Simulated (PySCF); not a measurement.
Isomers of C9H14, from PBE0-D3(BJ)/def2-SVP geometry optimisation, gas phase (PySCF 2.14.0). One conformer each, no zero-point energy, no frequencies.

Problem. Which is lower in electronic energy at this level?
A. `[CH3:1][CH2:2][C:3]#[C:4][CH2:5][CH:6]1[CH2:7][CH2:8][CH2:9]1` with C4–C5–C6–C7 171°, C5–C6–C7–C8 -142°, C6–C7–C8–C9 19°, C7–C8–C9–C6 -19°, C5–C6–C9–C8 142°: A = 3688, B = 658.9, C = 580.3 MHz, dipole 0.24 D
B. `[CH2:1]=[CH:2][C@@H:3]1[CH2:4][C@H:5]2[CH2:6][C@@:7]2([CH3:8])[CH2:9]1` with C1–C2–C3–C4 127°, C2–C3–C4–C5 -159°, C3–C4–C5–C6 -45°, C4–C5–C6–C7 96°, C5–C6–C7–C8 113°: A = 3218, B = 1140, C = 958.8 MHz, dipole 0.34 D

Solution. B. That is `C1[C@@]2(C)C[C@@H](C[C@H]21)C=C`, 30.6 kcal/mol below the other.

```tsv
SMILES	mapped SMILES	E (Eh)	relative (kcal/mol)	relative (kJ/mol)	dipole (D)
C=C[C@@H]1C[C@H]2C[C@@]2(C)C1	[CH2:1]=[CH:2][C@@H:3]1[CH2:4][C@H:5]2[CH2:6][C@@:7]2([CH3:8])[CH2:9]1	-350.69035	0.0	0.0	0.34
CCC#CCC1CCC1	[CH3:1][CH2:2][C:3]#[C:4][CH2:5][CH:6]1[CH2:7][CH2:8][CH2:9]1	-350.64151	30.6	128.2	0.24
```

As drawn, the lower has a three-membered ring, a C=C bond outside aromatic rings and a quaternary carbon, which the higher lacks; the higher has a four-membered ring and a C≡C bond, which the lower lacks.
